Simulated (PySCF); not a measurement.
An unknown gives this computed stick spectrum. Theory: PySCF, TDDFT wB97X-D/def2-SVPD, vertical, gas phase, core orbitals frozen in the response. Geometries: GFN2-xTB, one conformer each.

```json
{"state": "S1", "E (eV)": "4.10", "f": "0.0000"}
{"state": "S2", "E (eV)": "5.14", "f": "0.0000"}
{"state": "S3", "E (eV)": "6.02", "f": "0.102"}
{"state": "S4", "E (eV)": "6.42", "f": "0.0017"}
{"state": "S5", "E (eV)": "7.17", "f": "0.0001"}
{"state": "S6", "E (eV)": "7.48", "f": "0.104"}
{"state": "S7", "E (eV)": "7.59", "f": "0.523"}
{"state": "S8", "E (eV)": "7.66", "f": "0.038"}
```

Triplets computed (Tamm–Dancoff): 3.58, 4.41, 4.64 eV.

Question: Which structure fits? All have the formula C7H8O.
A. `C=CC#CC(=C)OC`
B. `C#CC(=O)CCC=C`
C. `CC#CC1=COCC1`

Answer: B. Its S1, at 4.10 eV, is the lowest among the candidates; the nearest of the others has S1 at 4.87 eV. S1 is HOMO-1→LUMO (73%), HOMO→LUMO (23%). Löwdin shares by element: HOMO carbon 68% or more, oxygen 10% (atoms not listed hold the other 22%); LUMO carbon 61% or more, oxygen 26%. At the same level the other candidates give, for their lowest levels:
- `CC#CC1=COCC1`: 5.29 eV (f 0.359); 5.69 eV (f 0.000); 5.84 eV (f 0.000); 5.97 eV (f 0.000); 6.52 eV (f 0.008); T1 3.33 eV; HOMO -7.53, LUMO 1.66 eV
- `C=CC#CC(=C)OC`: 4.87 eV (f 0.473); 5.11 eV (f 0.000); 5.83 eV (f 0.001); 6.22 eV (f 0.132); 6.53 eV (f 0.015); T1 3.02 eV; HOMO -8.14, LUMO 0.37 eV

Shape of the structure used: `[CH:1]#[C:2][C:3](=[O:4])[CH2:5][CH2:6][CH:7]=[CH2:8]`: C2–C3–C5–C6 177°, C3–C5–C6–C7 179°, C5–C6–C7–C8 118°.
